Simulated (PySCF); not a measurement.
B(Cl)(F)(SH) (BClFHS), SMILES FB(Cl)S. Atoms are numbered in the order given.

```xyz
5

B      0.3647     0.0177     0.0000
Cl    -0.4960     1.5532     0.0000
F      1.6873     0.0266     0.0000
S     -0.5686    -1.5252     0.0000
H      0.5208    -2.3295     0.0000
```
Charge 0, spin multiplicity 1.

Geometry optimised at B3LYP-D3(BJ)/def2-SVP. The values are those of a single conformer.

Method: PBE0/def2-TZVPD run with PySCF.

The molecule is in vacuum.

The total energy is -983.47992 hartree, the point group is Cs and the highest occupied level is -8.42 eV. The lowest empty level is -0.83 eV and the orbital gap is 7.59 eV. The dipole moment comes out as 1.19 D, the quadrupole, principal values (traceless, Buckingham form, about the centre of nuclear charge) is -4.02, -0.70, 4.72 D·Å and the mean static polarisability is 49.9 bohr³ (7.39 Å³). The polarisability, principal values is 39.1, 46.3, 64.2 bohr³.
